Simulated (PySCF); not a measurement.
A GIAO shielding run with PySCF 2.14.0 with density-fitted response routines (density fitting, non-relativistic, gas phase) on `CC(c1pc(C#C)sc1)C`, C₈H₉PS:

```
$ OMP_NUM_THREADS=1 python probes_run.py task.json out

{"job": {"kind": "nmr", "xc": "PBE0", "basis": "pcSseg-1"}, "charge": 0, "multiplicity": 1}
C      4.780434    -1.675788    -0.766514
C      3.692246    -1.244962    -0.484881
C      2.432728    -0.743699    -0.152201
P      1.027173    -0.912931    -1.137506
C     -0.008478    -0.032690     0.007359
C     -1.469985     0.177082    -0.298310
C     -1.792374     1.667281    -0.409728
C     -2.347449    -0.496930     0.756608
C      0.586741     0.422008     1.137657
S      2.257338     0.109824     1.352975
H      5.725255    -2.053452    -1.019838
H     -1.675092    -0.293316    -1.267574
H     -1.154087     2.139044    -1.153813
H     -1.636518     2.166317     0.543855
H     -2.829740     1.805837    -0.705516
H     -3.396902    -0.406070     0.485945
H     -2.100324    -1.553402     0.836336
H     -2.201957    -0.035010     1.730274
H      0.101186     0.970109     1.925676
```

Hardware: 1 thread of an Arm Neoverse V1, shared host. The job also computes population analyses, field gradients, ring-centre shieldings.

Problem. How large is the calculation?

Solution. 88 electrons, 229 basis functions and 1228 auxiliary functions.

Problem. How long does it take, and how much memory does it need?

Solution. 59 s of wall time, with 16 SCF cycles and 5 response iterations; peak memory 0.97 GiB. Times on a shared host scatter by some tens of per cent.
